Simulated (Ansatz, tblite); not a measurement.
Removing and adding an electron: Be9O9, a nanocrystal cut from wurtzite BeO (bare). The state is a singlet with charge 0. Geometry: PBE-D4/def2-SVP. Ansatz, gas phase; energy differences of separate SCF runs; the oxidised species was run as a doublet alone; the reduced species was run as a doublet alone.

```xyz
18

Be   -0.333    1.364   -1.444
O    -1.720    1.183   -0.581
O    -0.515    0.095   -2.405
Be   -1.691   -0.216   -1.345
Be    0.148   -1.152   -1.647
O    -1.183   -1.627   -0.807
Be   -1.512    0.948    0.935
O    -1.789   -0.473    1.624
Be   -1.030   -1.568    0.733
O     1.031    1.727   -0.807
Be    1.972    0.441   -0.797
O     1.568   -1.082   -1.033
Be    1.123    1.461    0.812
O    -0.117    1.305    1.727
O     2.303    0.378    0.782
Be   -0.280   -0.226    2.142
Be    1.604   -1.054    0.610
O     0.421   -1.506    1.501
```

The xTB rows come from tblite. B3LYP takes the VWN-RPA correlation. Single mean-field runs in def2-TZVP are fitted with def2-universal-jkfit.

```tsv
level	−HOMO (eV)	vertical IE (eV)	−LUMO (eV)	vertical EA (eV)	HOMO–LUMO gap (eV)	IE − EA (eV)	remarks
GFN2-xTB	11.83	14.60	8.13	5.58	3.70	9.02	–
B3LYP-D4/def2-TZVP	8.20	10.06	1.33	0.18	6.87	9.88	HOMO above zero (-1 doublet)
PBE0-D4/def2-TZVP	8.45	10.10	1.06	0.03	7.39	10.07	HOMO above zero (-1 doublet)
```

(1) Estimate the rows for GFN1-xTB, PBE-D4/def2-TZVP.

Answers

(1) 
| level | −HOMO (eV) | vertical IE (eV) | −LUMO (eV) | vertical EA (eV) | HOMO–LUMO gap (eV) | IE − EA (eV) | remarks |
| --- | --- | --- | --- | --- | --- | --- | --- |
| GFN1-xTB | 9.69 | 12.41 | 6.26 | 3.82 | 3.43 | 8.59 | – |
| PBE-D4/def2-TZVP | 6.89 | 9.34 | 1.84 | 0.35 | 5.05 | 8.99 | HOMO above zero (-1 doublet) |

   A HOMO above zero means that the electron is unbound at that level or that self-interaction error raises the level; the energy of removing that electron tells which. Raw xTB energy differences between charge states are shifted by several eV; the methods need an empirical correction for them. Sets without diffuse functions give affinities that are too small.
